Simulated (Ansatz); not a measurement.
Coupled-cluster diagnostics for the cluster Mg3O3⁺, Ansatz.

Geometry of the doublet (r2SCAN-D4/def2-SVP):

```xyz
6

Mg   -1.519   -0.186   -1.409
Mg    0.231    1.175    1.788
Mg    1.221   -0.371   -1.641
O    -0.017   -0.806    0.433
O     1.199    0.016    0.316
O    -1.115    0.172    0.513
```

Correlated methods freeze 6 core orbitals; core or outer-core shells of Mg are correlated, in sets that lack core-valence functions. In CCSD on the charge 1 doublet the largest single amplitude is 0.22, so its Hartree–Fock determinant may place the open shell otherwise than the density functionals do. The structure holds 2 bond(s) between oxygen atoms. Another isomer (doublet) lies 4.10 eV lower at PBE0-D4/def2-TZVP; other spin states weren't run for this one.

Task: Estimate the CCSD(T) correlation energy, the shares of MP2 and (T), T1 and the reference's ⟨S²⟩ for: charge 1, doublet, own geometry in def2-SVP; and the rough time on 4 threads of AMD EPYC 7B13 on a shared host.

Result: 
```
                          state     basis  correlation (eV)  MP2 share (%)  (T) share (%)     T1  ⟨S²⟩ (pure)  wall time                        remarks
charge 1, doublet, own geometry  def2-SVP           -18.520           93.3            3.5  0.039  1.08 (0.75)       31 s  spin-contaminated (⟨S²⟩ 1.08)
```
Customary marks for T1 are 0.02 (closed shells), 0.045 (open shells) and about 0.05 (3d metals). T1 exceeds 0.02 in 1 of 1 rows and 0.045 in 0; the higher it lies, the less the single-reference result can be trusted.
